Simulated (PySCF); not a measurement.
# TlCl: energy against distance

Set-up: basis Tl cc-pVDZ-PP with ECP60, Cl cc-pV(D+d)Z; scalar-relativistic core potentials; PySCF 2.14. Energies in eV from Tl + Cl in their ground configurations at the same level. State: ¹Σ⁺ (singlet), closed shell.

All columns are PBE0. A positive dipole means Tl(−)Cl(+).

```tsv
R (Å)	E (eV)	μ (D)	Mulliken charge on Tl (basis-dependent)	HOMO (eV)	LUMO (eV)	Mayer bond order	⟨S²⟩
2.184	-3.452	-2.07	0.36	-7.09	-1.33	1.07	0.00
2.286	-3.936	-2.85	0.40	-7.27	-1.46	1.01	0.00
2.388	-4.195	-3.61	0.43	-7.38	-1.58	0.96	0.00
2.464	-4.284	-4.16	0.46	-7.42	-1.68	0.93	0.00
2.540	-4.306	-4.70	0.48	-7.42	-1.78	0.90	0.00
2.616	-4.279	-5.22	0.50	-7.38	-1.87	0.87	0.00
2.718	-4.187	-5.90	0.52	-7.19	-1.99	0.84	0.00
2.845	-4.012	-6.71	0.54	-6.89	-2.15	0.80	0.00
2.997	-3.757	-7.64	0.57	-6.57	-2.32	0.76	0.00
3.200	-3.388	-8.79	0.59	-6.21	-2.54	0.72	0.00
```

A fit through these points gives, at Re = 2.533 Å, μ = -4.65 D and dμ/dR = -7.00 D/Å; the reduced mass is 29.87 u.

Question: How strong is the fundamental in the double-harmonic approximation, I = 42.26·(dμ/dR)²/μred km/mol?

Answer: I = 42.26·(-7.00)²/29.87 = 69.3 km/mol at PBE0.

Spin–orbit coupling is left out, which matters for elements this heavy, above all for dissociation energies.
